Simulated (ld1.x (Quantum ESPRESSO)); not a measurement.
**Ho (Z = 67), TM semilocal: configuration errors across variants**

```
Element                 : Ho (Z = 67)
Generator               : ld1.x (Quantum ESPRESSO) 7.5
Type                    : norm-conserving Troullier–Martins (semilocal form)
Functional              : LDA (PZ)
Relativity              : scalar-relativistic
Frozen core             : [Kr] 4d10 5s2
Valence charge          : 19
Reference configuration : 4f11 5p6 5d0.5 6s1.5 6p0
Partial waves           : 5p (bound): rc 2.10 bohr; 5d (bound): rc 2.50 bohr; 4f (bound): rc 1.15 bohr; 6s (bound): rc 3.55 bohr
Local potential         : the s channel
Core correction         : a·sin(br)/r model core, default radius (core density twice the valence density)
```

All-electron excitation energies from the reference (eV): (1) 4f11 5p6 5d0 6s2 6p0 -1.386; (2) 4f11 5p6 5d0 6s1 6p0 5.142; (3) 4f11 5p6 5d0 6s0 6p0 17.162; (4) 4f10 5p6 5d1 6s2 6p0 3.248; (5) 4f11 5p6 5d1 6s1 6p0 1.413; (6) 4f10 5p6 5d0 6s2 6p0 9.198; (7) 4f11 5p6 5d0 6s1.5 6p0 1.216; (8) 4f11 5p6 5d0.5 6s1.5 6p0 spin -1.718; (9) 4f11 5p6 5d0 6s2 6p0 spin -2.950.

Spin tests fill each open shell by Hund’s rule, majority spin first.

A semilocal file is local in each channel, so a ghost entry of none says nothing of the separable form that plane-wave codes build from it.

Errors AE − PS in meV (a dash: test not solved or not reliable):

| change | (1) | (2) | (3) | (4) | (5) | (6) | (7) | (8) | (9) | bound ghosts |
| --- | --- | --- | --- | --- | --- | --- | --- | --- | --- | --- |
| base | +0.1 | +1.6 | -18 | -132 | -2.1 | -106 | +1.1 | +306 | +320 | not determined |
| all radii but the core radius scaled by about 0.77 (s 2.74, p 1.62, d 1.92, f 0.88 bohr) | +0.1 | +3.1 | -12 | -186 | -2.3 | -153 | +1.8 | +325 | +340 | not determined |
| all radii but the core radius scaled by about 0.89 (s 3.16, p 1.88, d 2.24, f 1.02 bohr) | -0.3 | +1.6 | -13 | -179 | -2.5 | -192 | +0.9 | +317 | +332 | not determined |
| all radii but the core radius scaled by about 1.08 (s 3.84, p 2.26, d 2.70, f 1.24 bohr) | +0.9 | +2.7 | -28 | -91 | -1.5 | -1.1 | +2.2 | +297 | +312 | not determined |
| all radii but the core radius scaled by about 1.18 (s 4.20, p 2.48, d 2.96, f 1.36 bohr) | +2.7 | +5.8 | -55 | -30 | -0.1 | +195 | +5.2 | +289 | +304 | not determined |
| all radii but the core radius scaled by about 1.38 (s 4.92, p 2.90, d 3.46, f 1.60 bohr) | +6.7 | +15 | -129 | +102 | +2.8 | +603 | +13 | +274 | +289 | not determined |

(1) Give the same row for: all radii but the core radius scaled by about 1.27 (s 4.52, p 2.68, d 3.18, f 1.46 bohr).

Results:

(1) +4.5, +9.4, -86, +31, +1.2, +378, +8.5, +283, +298; bound ghosts: not determined.
